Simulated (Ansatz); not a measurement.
Geometry optimisation, UKS PBE/def2-SVP in Ansatz 0.2.0.

Input file:

```yaml
crystal:
  periodic: [false, false, false]
  atoms:
    - { symbol: O, position_ang: [-1.11763, 0.95923, -0.02577] }
    - { symbol: Si, position_ang: [-0.34324, -0.49312, -0.07535] }
    - { symbol: O, position_ang: [0.44299, -0.83665, 1.30523] }
    - { symbol: O, position_ang: [0.75835, -0.35599, -1.273] }
    - { symbol: H, position_ang: [-1.66493, 1.17339, 0.72382] }
    - { symbol: H, position_ang: [1.37891, -0.6369, 1.37003] }
    - { symbol: H, position_ang: [0.54556, 0.19003, -2.02496] }
magnetization:
  spin_polarized: true
  initial_magnetization: 1
basis:
  gaussian: { orbitals: def2-SVP }
hamiltonian:
  xc: pbe
relax:
  f_tol: 0.015
  max_steps: 40
```

Run as:

```bash
$ ansatz run input.yaml --threads 2 --pin off --max-ram 3072MiB --backend cpu --events-out ev --progress --plain --runs-dir out
```

**Question.** Where does it end, and by what steps?

**Answer.** It converged. After 21 steps the energy has fallen by 0.182 eV; H6 moved furthest, 0.61 Å.

```csv
step,energy less start (eV),largest force component (eV/Å),accepted
0,0.0000,1.332,yes
1,-0.0888,0.819,yes
2,-0.1322,0.208,yes
3,-0.1460,0.132,yes
4,-0.1530,0.234,yes
5,-0.1556,0.082,yes
6,-0.1574,0.022,yes
7,-0.1581,0.175,yes
8,-0.1591,0.031,yes
9,-0.1597,0.019,yes
10,-0.0840,2.083,no
11,-0.1602,0.086,yes
12,-0.1173,0.613,no
13,-0.1625,0.095,yes
14,-0.1642,0.218,yes
15,-0.1684,0.174,yes
16,-0.1728,0.298,yes
17,-0.1799,0.036,yes
18,-0.1815,0.022,yes
19,-0.1800,0.234,no
20,-0.1819,0.015,yes
21,-0.1819,0.004,yes
```

```xyz
7
Properties=species:S:1:pos:R:3
O -1.172 1.064 0.038
Si -0.212 -0.312 -0.060
O 0.652 -0.434 1.376
O 0.895 -0.075 -1.302
H -1.874 1.005 0.711
H 1.223 -1.223 1.424
H 0.488 -0.024 -2.186
```

Time of the run: 52 s on 2 threads of Arm Neoverse N1, with other jobs on the host, peak memory 0.15 GiB.
